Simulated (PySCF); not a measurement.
# BrH₅: one-bond stretch

All numbers come from TPSS/[Br def2-TZVP, H def2-TZVP], no relativity, density fitting, PySCF.

Rigid scan from the singlet minimum (Br–H 1.436 Å, Br–H 1.712 Å (×4); H–Br–H 84.2° (×4), H–Br–H 89.4° (×4), H–Br–H 168.3° (×2)). Coordinate: the bond from Br to the last atom (H) scaled, the rest fixed. Energies in kJ/mol from the minimum.

Problem. Predict the curve at 0.92, 0.96, 1.00, 1.05, 1.12, 1.20, 1.35, 1.55, 1.80, 2.20.

Solution. 
```tsv
scale of one bond	E (kJ/mol)	dipole size (D)
0.92	7.7	0.85
0.96	1.7	0.63
1.00	0.0	0.54
1.05	2.2	0.68
1.12	11.0	1.07
1.20	26.2	1.55
1.35	61.6	2.34
1.55	110.8	–
1.80	162.8	–
2.20	217.8	–
```

At long bonds a restricted determinant can lie too high, and another spin state can fall below this curve.

Other isomers or separated fragments may lie lower.

The scan took of the order of 2.4 core-minutes on a shared host.
